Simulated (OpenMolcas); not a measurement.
## Ag2+: effect of the metal basis and ligand basis

Ag2+ with 6 ligands (chloride) in octahedral coordination (Oh) at 2.7 Å. A charge of +0.667 e stands 2.6 Å behind each ligand.

* Program: OpenMolcas 26.06
* Method: SS-CASPT2, IPEA 0.25 Eh, imaginary shift 0.1 Eh (closed shells correlated: 4s 4p and the ligand valence shells)
* Spin-orbit coupling: RASSI with atomic mean-field integrals over the reference wave functions

Fixed: active space 9 electrons in 5 orbitals (4d), DKH2 Hamiltonian.

States (labels of O, the rotations of Oh). Energies in cm-1 above the lowest state or level, χT in cm3 K/mol; 10Dq is the gap between the two states.

```json
{"Run": "A", "Metal basis": "ANO-RCC-VDZP", "Ligand basis": "ANO-RCC-VDZP", "Ground state": "2E", "First state of that spin": "2T2 9070", "10Dq": "9068", "First gap with spin-orbit (degeneracies)": "7730 (4, 2)", "χT at 300 K": "0.626", "Cost": "roughly 13 core-seconds"}
{"Run": "B", "Metal basis": "ANO-RCC-VTZP", "Ligand basis": "ANO-RCC-VTZP", "Ground state": "2E", "First state of that spin": "2T2 8650", "10Dq": "8653", "First gap with spin-orbit (degeneracies)": "7350 (4, 2)", "χT at 300 K": "0.639", "Cost": "roughly 2.8 core-minutes"}
```

Against A, |10Dq| changes by -4.6 % in B.

Costs are those of the CASPT2 steps.

Over all roots computed the reference weight is 0.67 in A, 0.63 in B; a low but even weight reflects the number of correlated electrons. An orbital doublet at a regular site is open to a Jahn-Teller distortion, which this geometry leaves out. Ligand-to-metal charge-transfer states are missing. With one d shell and no ligand orbital active, 10Dq can be off by a tenth or more. Free-ion shares, where given, are those of the reference states; single-state CASPT2 does not remix them (holds for B). No measured value stands beside these numbers; the geometry was imposed, not optimised, and the real ion may take another.
